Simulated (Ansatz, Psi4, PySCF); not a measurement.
silicon monosulfide (SSi), singlet, at a GFN2-xTB geometry. Base run: MP2/aug-cc-pVDZ (PySCF).

The PySCF input:
```python
from pyscf import gto, scf, mp

mol = gto.Mole()
mol.atom = '''
    Si   -0.00000000   -0.00000000   -1.06660351
    S     0.00000000    0.00000000    0.93327807
'''
mol.basis = 'aug-cc-pvdz'
mol.verbose = 4
mol.build()

mf = scf.RHF(mol)
mf.kernel()

pt = mp.MP2(mf)
pt.kernel()
print('E(MP2) = %.10f' % pt.e_tot)
```

The same geometry, method and basis name were run in Ansatz (a quantum-chemistry and plane-wave program) and Psi4 and PySCF, at each program's defaults and at the settings that a row names. The base is PySCF at its defaults. Differences at the defaults can come from grids, fitting, cores and function types together.

| code and settings | ΔE vs base (mEh) | basis functions | E (Eh) | SCF cycles |
|---|---|---|---|---|
| PySCF, defaults (exact integrals, spherical functions, all electrons correlated) | 0.000 | 54 | -686.71440 | 9 |
| Psi4, defaults (density fitting with its default set, spherical functions, all electrons correlated) | ? | 54 | ? | 10 |
| Ansatz, defaults (factorised integrals, spherical functions, frozen core) | 14.578 | 54 | -686.69983 | - |
| PySCF, frozen core | 14.578 | 54 | -686.69983 | 9 |
| Psi4, exact integrals, spherical functions, frozen core | 14.578 | 54 | -686.69983 | 10 |
| Ansatz, high accuracy, frozen core | 14.578 | 54 | -686.69983 | - |

**Question.** Fill in the missing entries.

**Answer.** 
- Psi4, defaults (density fitting with its default set, spherical functions, all electrons correlated), ΔE vs base (mEh): 0.159
- Psi4, defaults (density fitting with its default set, spherical functions, all electrons correlated), E (Eh): -686.71424
